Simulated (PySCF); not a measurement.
C3H8FSi3 (doublet state).
Atom-mapped SMILES: `[F:1][CH2:2][C:3]#[C:4][Si:5]([SiH3:6])[SiH3:7]` (hydrogens: H8, H9 on C2; H10, H11, H12 on Si6; H13, H14, H15 on Si7)

Geometry (GFN2-xTB, Å), atoms numbered from 1 in this order:
```xyz
15
C3H8FSi3 angstrom
F      2.6866    1.4098    2.3397
C      3.0109    0.8941    1.0973
C      1.8296    0.4875    0.3655
C      0.7999    0.1652   -0.1842
Si    -0.6921   -0.3929   -1.1109
Si    -1.3618   -2.4347   -0.2768
Si    -1.9822    1.4314   -1.6735
H      3.5536    1.6849    0.5633
H      3.6713    0.0362    1.2785
H     -2.6101   -2.8028   -0.9581
H     -0.3676   -3.4694   -0.5841
H     -1.6332   -2.5245    1.1630
H     -1.2469    2.3549   -2.5436
H     -3.1379    0.9312   -2.4309
H     -2.5246    2.2370   -0.5729
```

The hyperfine couplings belong to this conformer and change with its torsions.

Computed with UKS B3LYP, pcH-1 on C F H Si, non-relativistic, mean-field spin-orbit, GIAO (PySCF). Isolated species at its GFN2-xTB geometry, gas phase. The geometry wasn't refined by DFT: couplings that depend on bond lengths, twists or pyramidal angles can differ widely from those at the functional's own minimum, by a factor of two or more for some ions and for spin on atoms past the first row. The SCF solution wasn't tested for stability.

Give the principal g shifts and their parts.

```tsv
Δg (ppm)	1	2	3
relativistic mass correction	-128	-128	-128
gauge correction	17	48	37
orbital Zeeman/spin–orbit	-195	1213	4999
total	-305	1134	4909
```

So g = 2.00201, 2.00345, 2.00723 and g_iso = 2.00423; the tensor is rhombic: the two nearest values differ by 28 % of g3 − g1. Axes: g3 points within 9° of the C3–C4 bond.

Average each term over the three axes. Which is largest in size?

The orbital-Zeeman/spin–orbit term 2006, the mass correction -128 and the gauge correction 34 ppm, for a total of 1912 ppm. The orbital-Zeeman/spin–orbit term is the largest in size. The mass correction is the same along every axis, so the anisotropy comes from the other two: their spans along these axes are 31 (gauge) and 5194 ppm (orbital Zeeman/spin–orbit).

What effective moment and Curie constant follow for a powder?

With the mean of g² = 4.0169 and S(S+1) = 0.75: μ_eff = √(⟨g²⟩S(S+1)) = 1.736 μB and χT = 0.12505·⟨g²⟩·S(S+1) = 0.377 cm³ K/mol (cgs; spin-Hamiltonian part alone).

In a frozen sample, at which fields do the three g values resonate at 9.5, 34, 94 and 263 GHz (hyperfine left aside), and which band first spreads them over more than twice a line width of 0.5 mT?

```
band    GHz  B(g3) mT  B(g2) mT  B(g1) mT  spread mT
   X    9.5    338.15    338.79    339.04       0.88
   Q   34.0   1210.24   1212.52   1213.39       3.15
   W   94.0   3345.95   3352.26   3354.66       8.71
   J  263.0   9361.55   9379.18   9385.92      24.38
```

The spread grows in proportion to the frequency. Q band is the first where it exceeds 1.0 mT.

The Mulliken spin populations are largest on Si5 (+0.90), C3 (+0.19) and C4 (-0.14). The angles at Si5 add up to 347.2°, so it is slightly pyramidal.

The HOMO–LUMO gaps are 4.91 eV among the α and 4.07 eV among the β orbitals.
